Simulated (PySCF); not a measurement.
Electronic absorption of [C7H11]+

C7H11 (charge +1).
Atom-mapped SMILES: `[CH3:1][CH2:2][CH2:3][c:4]1[cH:5][c+:6]1[CH3:7]` (hydrogens: H8, H9, H10 on C1; H11, H12 on C2; H13, H14 on C3; H15 on C5; H16, H17, H18 on C7)

Structure used (GFN2-xTB), in Å, numbered top down from 1:
```
atom  x, y, z in Å
C1    -2.4527    0.5869    0.0723
C2    -1.8741   -0.8075   -0.1308
C3    -0.5821   -0.7700   -0.9549
C4     0.5315   -0.1771   -0.2646
C5     1.0658    0.3701    0.8876
C6     1.8675    0.2566   -0.2271
C7     3.1395    0.4342   -0.8702
H8    -3.3669    0.5288    0.6549
H9    -1.7551    1.2319    0.6021
H10   -2.6919    1.0481   -0.8828
H11   -2.5999   -1.4260   -0.6581
H12   -1.6773   -1.2762    0.8342
H13   -0.2777   -1.7814   -1.2556
H14   -0.7368   -0.2273   -1.8968
H15    0.9432    0.6706    1.9036
H16    3.7218   -0.4824   -0.7276
H17    3.0303    0.5792   -1.9446
H18    3.7061    1.2477   -0.4180
```

Theory: PySCF 2.14.0, density-fitted response routines, TDDFT PBE0/def2-SVPD, vertical, gas phase, core orbitals frozen in the response.

```csv
state,E (eV),λ (nm),f,"main configurations (H = HOMO, L = LUMO)"
S1,5.96,208.2,0.0006,"H-1→L+1 (58%), H-1→L (32%)"
S2,6.08,204.0,0.0007,"H-1→L (39%), H→L (28%), H-1→L+1 (14%)"
S3,6.12,202.5,0.0011,"H→L (38%), H→L+1 (23%), H-1→L (18%)"
S4,6.31,196.6,0.0051,"H→L+1 (66%), H→L (30%)"
S5,6.50,190.7,0.032,"H-2→L (69%), H-2→L+1 (26%)"
S6,6.64,186.7,0.026,"H-2→L+1 (71%), H-2→L (26%)"
```

Triplets (Tamm–Dancoff): T1 5.74 eV, H-1→L+1 (60%), H-1→L (14%), H-3→L+1 (13%); T2 5.80 eV, H-1→L (60%), H-3→L (19%), H-1→L+1 (9%).

The lowest singlet comes at 208 nm (575 kJ/mol) in the ultraviolet; it is very weak; its leading configuration is HOMO-1→LUMO+1 (58%). The most intense listed level is S5 at 6.50 eV (191 nm, f = 0.032), 0.55 eV above S1. Löwdin shares by element: HOMO carbon 50% or more, hydrogen 23% or more (atoms not listed hold the other 27%); LUMO carbon 83% or more, hydrogen 7% or more. The oscillator strengths of these states sum to 0.065; summed over the whole spectrum of an exact calculation they would give the number of electrons, 52 (Thomas–Reiche–Kuhn). Of the 6 states listed, 2 reach f = 0.01 and none stays under 0.0005. Orbital energies (eV): HOMO-3 -14.97, HOMO-2 -13.86, HOMO-1 -13.61, HOMO -13.51, LUMO -6.33, LUMO+1 -6.17, LUMO+2 -3.55. The window holds the lowest 6 singlets.

On one thread, Arm Neoverse N1, on a shared host, this took 71 s of wall time (with the writing of density and orbital grids).

One conformer stands for the species.
